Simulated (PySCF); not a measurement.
## KGe⁺ from Hartree–Fock to correlated methods

State: ³Π (triplet), unpaired electrons σ ↑, π ↑. Set-up: basis K x2c-SVPall, Ge x2c-SVPall; spin-free X2C with a Gaussian nucleus; PySCF 2.14. De refers to K⁺ + Ge in their high-spin ground configurations, without counterpoise correction. The functionals are run spin-unrestricted. A positive dipole points towards Ge; it is taken about the centre of mass and depends on that origin.

| Level | Re (Å) | ωe (cm⁻¹) | De (eV) | μ (D) | CPU s a point (SCF and correlation, without the integrals) |
| --- | --- | --- | --- | --- | --- |
| UHF | 3.900 | 65.2 | 0.253 | -10.50 | 0.18 |
| UHF-MP2 | 3.810 | 71.3 | 0.292 | n/a | 0.33 |
| UHF-SCS-MP2 | 3.828 | 70.1 | 0.282 | n/a | n/a |
| UHF-CCSD | 3.821 | 70.8 | 0.287 | n/a | n/a |
| UHF-CCSD(T) | 3.817 | 71.1 | 0.289 | n/a | 9.2 |
| PBE | 3.757 | 70.5 | 0.355 | -9.49 | 0.68 |
| revPBE | 3.833 | 67.1 | 0.327 | -9.76 | 0.5 |
| PW91 | 3.743 | 71.6 | 0.371 | -9.40 | 0.51 |
| r²SCAN | 3.784 | 68.7 | 0.298 | -9.92 | 0.96 |
| M06-L | 3.742 | 72.6 | 0.267 | -9.92 | 0.89 |
| PBE0 | 3.747 | 70.8 | 0.322 | -9.69 | 1.1 |

Question: Which functional lies closest to UHF-CCSD(T) in De, which farthest, and by how much do they differ from it?

Answer: Closest is r²SCAN (-3.3 pm in Re, -3.4 % in ωe, +0.01 eV in De against UHF-CCSD(T) in the same basis), farthest PW91 (-7.4 pm in Re, +0.7 % in ωe, +0.08 eV in De). CCSD(T) converges more slowly with the basis than the functionals do and binds too weakly in this one, so the order can change at the basis-set limit.

Question: What does the step from GGA to meta-GGA do here, going from PBE to r²SCAN?

Answer: r²SCAN less PBE: +2.7 pm in Re, -2.6 % in ωe, -0.06 eV in De. 

Question: What does second-order correlation do here, going from UHF to UHF-MP2?

Answer: UHF-MP2 less UHF: -9.0 pm in Re, +9.4 % in ωe, +0.04 eV in De. Correlation nearly always deepens the well. The bond shortens, as in weak, metallic or heavy-atom bonds, where dispersion and the correlation of outer-core electrons pull the atoms together.

Correlated steps freeze 14 core orbitals. The bond is weak. Basis-set superposition, not corrected here, can be much of De in a small basis, most of all at correlated wavefunction levels. Spin–orbit coupling is left out. For an ion De counts to the pair picked by the measured ionisation energies or electron affinities, which need not be the lowest pair at this level. The state was picked by a PBE0 search and need not be the measured ground state.

The whole job (state search and all levels along the bond) took about 3.2 min on 1 thread of Arm Neoverse V1 (shared host), peak memory 0.76 GiB.
